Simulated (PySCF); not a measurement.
C3H10Cl2GeSi (SMILES [CH3][Ge]([CH3])([CH3])[SiH](Cl)Cl), singlet, at a GFN2-xTB geometry, atoms displaced at random by about 0.03 Å a coordinate; R2SCAN/STO-3G, gradient (PySCF).

PySCF was given this input:
```python
from pyscf import gto, scf, dft

mol = gto.Mole()
mol.atom = '''
    Si    1.179015   -0.165560   -0.382216
    Cl    2.214671   -0.258673    1.444859
    Cl    1.198656   -1.987922   -1.227610
    Ge   -0.937647    0.575066    0.000416
    C    -1.918369    0.577826   -1.682231
    C    -1.947598   -0.525226    1.318810
    C    -0.962353    2.432887    0.699868
    H     2.099332    0.671109   -1.277354
    H    -3.058316    0.779417   -1.594664
    H    -2.082847   -0.489638   -2.089481
    H    -1.514073    1.163789   -2.426983
    H    -2.936126   -0.204968    1.465757
    H    -1.330894   -0.616955    2.272891
    H    -1.940023   -1.586348    0.946841
    H    -0.579942    3.120949   -0.090791
    H    -1.980884    2.828775    0.878750
    H    -0.409221    2.481627    1.607052
'''
mol.basis = 'sto-3g'
mol.charge = 0
mol.spin = 0
mol.verbose = 4
mol.build()

mf = dft.RKS(mol)
mf.xc = 'r2scan'
mf.kernel()
g = mf.nuc_grad_method()
g.grid_response = True
grad = g.kernel()
```

The log (banner, timings and long lists left out):

```
PySCF version 2.14.0

[INPUT] verbose = 4
[INPUT] num. atoms = 17
[INPUT] num. electrons = 108
[INPUT] charge = 0
[INPUT] spin (= nelec alpha-beta = 2S) = 0
[INPUT] symmetry False subgroup None
[INPUT] Mole.unit = angstrom
[INPUT] Symbol           X                Y                Z      unit          X                Y                Z       unit  Magmom
[INPUT]  1 Si     1.179015000000  -0.165560000000  -0.382216000000 AA    2.228015446754  -0.312863057183  -0.722283560427 Bohr   0.0
[INPUT]  2 Cl     2.214671000000  -0.258673000000   1.444859000000 AA    4.185121646017  -0.488821125820   2.730387798613 Bohr   0.0
[INPUT]  3 Cl     1.198656000000  -1.987922000000  -1.227610000000 AA    2.265131557567  -3.756628136998  -2.319846687777 Bohr   0.0
[INPUT]  4 Ge    -0.937647000000   0.575066000000   0.000416000000 AA   -1.771896031520   1.086717243549   0.000786126068 Bohr   0.0
[INPUT]  5 C     -1.918369000000   0.577826000000  -1.682231000000 AA   -3.625192015856   1.091932887653  -3.178955868253 Bohr   0.0
[INPUT]  6 C     -1.947598000000  -0.525226000000   1.318810000000 AA   -3.680426820751  -0.992533293501   2.492189710338 Bohr   0.0
[INPUT]  7 C     -0.962353000000   2.432887000000   0.699868000000 AA   -1.818583605154   4.597490122015   1.322558843347 Bohr   0.0
[INPUT]  8 H      2.099332000000   0.671109000000  -1.277354000000 AA    3.967162524535   1.268212209731  -2.413849224118 Bohr   0.0
[INPUT]  9 H     -3.058316000000   0.779417000000  -1.594664000000 AA   -5.779379642375   1.472884666830  -3.013478220703 Bohr   0.0
[INPUT] 10 H     -2.082847000000  -0.489638000000  -2.089481000000 AA   -3.936010389372  -0.925281720180  -3.948546832482 Bohr   0.0
[INPUT] 11 H     -1.514073000000   1.163789000000  -2.426983000000 AA   -2.861183302599   2.199242476781  -4.586333178975 Bohr   0.0
[INPUT] 12 H     -2.936126000000  -0.204968000000   1.465757000000 AA   -5.548474007215  -0.387333384300   2.769879295164 Bohr   0.0
[INPUT] 13 H     -1.330894000000  -0.616955000000   2.272891000000 AA   -2.515025160827  -1.165875981181   4.295141500989 Bohr   0.0
[INPUT] 14 H     -1.940023000000  -1.586348000000   0.946841000000 AA   -3.666112145357  -2.997763258252   1.789270173509 Bohr   0.0
[INPUT] 15 H     -0.579942000000   3.120949000000  -0.090791000000 AA   -1.095931548133   5.897738858735  -0.171570124575 Bohr   0.0
[INPUT] 16 H     -1.980884000000   2.828775000000   0.878750000000 AA   -3.743328244533   5.345610018017   1.660596831962 Bohr   0.0
[INPUT] 17 H     -0.409221000000   2.481627000000   1.607052000000 AA   -0.773315614421   4.689595373326   3.036888147935 Bohr   0.0

nuclear repulsion = 893.766694471324
number of shells = 42
number of NR pGTOs = 210
number of NR cGTOs = 70
basis = sto-3g
ecp = {}

******** <class 'pyscf.dft.rks.RKS'> ********
method = RKS
initial guess = minao
damping factor = 0
level_shift factor = 0
DIIS = <class 'pyscf.scf.diis.CDIIS'>
diis_start_cycle = 1
diis_space = 8
diis_damp = 0
SCF conv_tol = 1e-09
SCF conv_tol_grad = None
SCF max_cycles = 50
direct_scf = True
direct_scf_tol = 1e-13
XC library pyscf.dft.libxc version 7.1.2
    S. Lehtola, C. Steigemann, M. J. T. Oliveira, and M. A. L. Marques,  SoftwareX 7, 1–5 (2018)
XC functionals = r2scan
    J. W. Furness, A. D. Kaplan, J. Ning, J. P. Perdew, and J. Sun,  J. Phys. Chem. Lett. 11, 8208–8215 (2020)
    J. W. Furness, A. D. Kaplan, J. Ning, J. P. Perdew, and J. Sun,  J. Phys. Chem. Lett. 11, 9248–9248 (2020)
    J. W. Furness, A. D. Kaplan, J. Ning, J. P. Perdew, and J. Sun,  J. Phys. Chem. Lett. 11, 8208–8215 (2020)
    J. W. Furness, A. D. Kaplan, J. Ning, J. P. Perdew, and J. Sun,  J. Phys. Chem. Lett. 11, 9248–9248 (2020)
radial grids:
    Treutler-Ahlrichs [JCP 102, 346 (1995); DOI:10.1063/1.469408] (M4) radial grids

becke partition: Becke, JCP 88, 2547 (1988); DOI:10.1063/1.454033
pruning grids: <function nwchem_prune>
grids dens level: 3
symmetrized grids: False
atomic radii adjust function: <function treutler_atomic_radii_adjust>
small_rho_cutoff = 0
Set gradient conv threshold to 3.16228e-05
Initial guess from minao.
tot grids = 218016
init E= -3365.70243976415
  HOMO = -0.487037493768249  LUMO = -0.175210231176514  gap/eV = 8.48525
cycle= 1 E= -3368.41639542343  delta_E= -2.71  |g|= 0.686  |ddm|= 4.78
  HOMO = 0.162429986593866  LUMO = 0.164264095304432  gap/eV = 0.04991
cycle= 2 E= -3348.08224503569  delta_E= 20.3  |g|= 10.2  |ddm|= 8.86
  HOMO = -0.0377850875374613  LUMO = 0.0910982808723992  gap/eV = 3.50710
cycle= 3 E= -3368.50399715744  delta_E= -20.4  |g|= 0.543  |ddm|= 8.25
  HOMO = -0.109553547142006  LUMO = 0.102914378797841  gap/eV = 5.78155
cycle= 4 E= -3368.60981316556  delta_E= -0.106  |g|= 0.106  |ddm|= 0.997
  HOMO = -0.146272350761687  LUMO = 0.0905906406001323  gap/eV = 6.44537
cycle= 5 E= -3368.61413728778  delta_E= -0.00432  |g|= 0.0135  |ddm|= 0.209
  HOMO = -0.143120710178291  LUMO = 0.0914481459739651  gap/eV = 6.38294
cycle= 6 E= -3368.61420075874  delta_E= -6.35e-05  |g|= 0.003  |ddm|= 0.0241
  HOMO = -0.142898911876618  LUMO = 0.091510471919297  gap/eV = 6.37860
cycle= 7 E= -3368.61420419709  delta_E= -3.44e-06  |g|= 0.000455  |ddm|= 0.0056
  HOMO = -0.142919374289085  LUMO = 0.0914994469728855  gap/eV = 6.37886
cycle= 8 E= -3368.61420427219  delta_E= -7.51e-08  |g|= 0.000106  |ddm|= 0.000968
  HOMO = -0.142934303915828  LUMO = 0.0914997492670542  gap/eV = 6.37928
cycle= 9 E= -3368.61420427708  delta_E= -4.9e-09  |g|= 2.13e-05  |ddm|= 0.000246
  HOMO = -0.142932775237371  LUMO = 0.0915029087187143  gap/eV = 6.37932
cycle= 10 E= -3368.61420427726  delta_E= -1.8e-10  |g|= 3.64e-06  |ddm|= 4.3e-05
  HOMO = -0.142932571905548  LUMO = 0.0915019019152792  gap/eV = 6.37929
Extra cycle  E= -3368.61420427728  delta_E= -1.18e-11  |g|= 3.21e-06  |ddm|= 1.41e-05
converged SCF energy = -3368.61420427728

******** <class 'pyscf.grad.rks.Gradients'> for <class 'pyscf.dft.rks.RKS'> ********
unit = Eh/Bohr
grid_response = True
--------------- RKS gradients ---------------
         x                y                z
0 Si    -0.0189658720    -0.0609465759     0.0014044828
1 Cl    -0.0042457819     0.0012174443    -0.0073680883
2 Cl     0.0005275414     0.0473598233     0.0206412653
3 Ge     0.0516608235    -0.0227005163    -0.0090206893
4 C     0.0757784938     0.0836769251    -0.0527155278
5 C    -0.0945356285     0.0326842741     0.0193086990
6 C     0.0197529353     0.0186249169     0.0533507558
7 H     0.0223625411     0.0141703162    -0.0184548976
8 H    -0.0438574156    -0.0154940926    -0.0079160075
9 H    -0.0270421372    -0.0294060151    -0.0092795063
10 H    -0.0230086307    -0.0358252909     0.0445789119
11 H     0.0360403834    -0.0148593238    -0.0105240013
12 H     0.0250950749    -0.0125777380     0.0189186484
13 H     0.0091042412    -0.0183123207    -0.0027456884
14 H    -0.0074971542     0.0078404292    -0.0162652618
15 H    -0.0035271213     0.0137766012    -0.0034120078
16 H    -0.0176422933    -0.0092288571    -0.0205010871
----------------------------------------------
```
